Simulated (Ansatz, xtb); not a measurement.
# C6H6O2S: which of two isomers lies lower

We compare X, `COC(=O)c1ccsc1`, a singlet, with Y, `CC(=O)c1sccc1O`, a singlet. Both are isolated molecules in the gas phase, relaxed with B3LYP/def2-SVP, each in the lowest conformer that the search found.

X (Å):

| atom | x (Å) | y (Å) | z (Å) |
| --- | --- | --- | --- |
| C | -0.9326 | 0.6114 | -4.2365 |
| C | -0.5093 | 1.5317 | -2.1103 |
| C | -0.5897 | 1.3057 | -0.6482 |
| C | -0.1547 | 2.2891 | 0.3000 |
| C | -0.3176 | 1.8753 | 1.5936 |
| C | -1.0738 | 0.1651 | -0.0423 |
| O | -0.9734 | 0.4803 | -2.8173 |
| O | -0.0791 | 2.5387 | -2.6242 |
| S | -1.0029 | 0.2821 | 1.6725 |
| H | 0.1004 | 0.7562 | -4.5884 |
| H | -1.5342 | 1.4710 | -4.5695 |
| H | -1.3448 | -0.3208 | -4.6426 |
| H | 0.2571 | 3.2532 | 0.0019 |
| H | -0.0759 | 2.4112 | 2.5104 |
| H | -1.4632 | -0.7257 | -0.5310 |

Y (Å):

```yaml
atoms:
  - { symbol: C, position_ang: [-0.3985, 0.6013, 2.0939] }
  - { symbol: C, position_ang: [-0.1153, 0.3328, 0.6340] }
  - { symbol: C, position_ang: [0.0009, 1.4350, -0.2977] }
  - { symbol: C, position_ang: [0.1343, 3.5449, -1.6011] }
  - { symbol: C, position_ang: [0.3389, 2.4499, -2.4009] }
  - { symbol: C, position_ang: [0.2642, 1.2295, -1.6609] }
  - { symbol: O, position_ang: [0.0211, -0.8274, 0.2178] }
  - { symbol: O, position_ang: [0.4262, 0.0317, -2.2030] }
  - { symbol: S, position_ang: [-0.1524, 3.1458, 0.0548] }
  - { symbol: H, position_ang: [-0.4590, -0.3517, 2.6347] }
  - { symbol: H, position_ang: [-1.3460, 1.1528, 2.2096] }
  - { symbol: H, position_ang: [0.3979, 1.2245, 2.5331] }
  - { symbol: H, position_ang: [0.1373, 4.5911, -1.9061] }
  - { symbol: H, position_ang: [0.5355, 2.4889, -3.4722] }
  - { symbol: H, position_ang: [0.3194, -0.6137, -1.4494] }
```

Quicker runs give these differences E(Y) − E(X): GFN2-xTB −0.49 kcal/mol; HF/STO-3G +5.20 kcal/mol (at GFN2-xTB geometries); r2SCAN-D4/def2-SVP −4.47 kcal/mol (at GFN2-xTB geometries).

Q: Estimate which is lower in electronic energy at CCSD(T)/def2-SVP + ΔMP2/def2-TZVPP, and by roughly how much.

A: Not settled: CCSD(T)/def2-SVP + ΔMP2/def2-TZVPP gives E(Y) − E(X) = −1.23 kcal/mol, but this leans on the basis-set step: CCSD(T) alone gives −0.29 kcal/mol.

How the difference moves with the method:

```tsv
level	geometry	E(Y) − E(X) (kcal/mol)	departure from the last row (kcal/mol)	job, with rough time for the two
GFN2-xTB	GFN2-xTB	−0.49	+0.74	optimisation, 0.12 s
HF/STO-3G	GFN2-xTB	+5.20	+6.43	single point, 0.44 s
r2SCAN-D4/def2-SVP	GFN2-xTB	−4.47	−3.24	single point, 3.9 s
B3LYP/def2-SVP	B3LYP/def2-SVP	−2.41	−1.18	optimisation, 30 s
HF/def2-SVP	B3LYP/def2-SVP	+4.32	+5.55	part of the CCSD(T) run
MP2/def2-SVP	B3LYP/def2-SVP	−0.88	+0.35	part of the CCSD(T) run
CCSD(T)/def2-SVP	B3LYP/def2-SVP	−0.29	+0.94	single point
CCSD(T)/def2-SVP + ΔMP2/def2-TZVPP	B3LYP/def2-SVP	−1.23		single point, 2.1 min
```

As drawn, Y has 1 C–C, 1 O–H in place of 1 C–O, 1 C–H.

HF/STO-3G, HF/def2-SVP put the two in the other order. GFN2-xTB, CCSD(T)/def2-SVP find them nearly level. The largest departure from CCSD(T)/def2-SVP + ΔMP2/def2-TZVPP is that of HF/STO-3G, 6.43 kcal/mol. The last row adds to CCSD(T) the change of the MP2 difference between the two basis sets, here −0.94 kcal/mol.

With thermal terms from frequencies at re-optimised GFN2-xTB minima (ideal gas, soft modes damped towards free rotors, one conformer each, 298.15 K, 1 atm): on the last row, ΔE + ΔZPE = −1.40, ΔH = −1.57, ΔG = −0.81 kcal/mol.

The correlated steps freeze 13 core orbitals. Programs: Ansatz 0.2.0, xtb 6.7.1; the last row on 4 threads of Arm Neoverse V2 on a shared host.
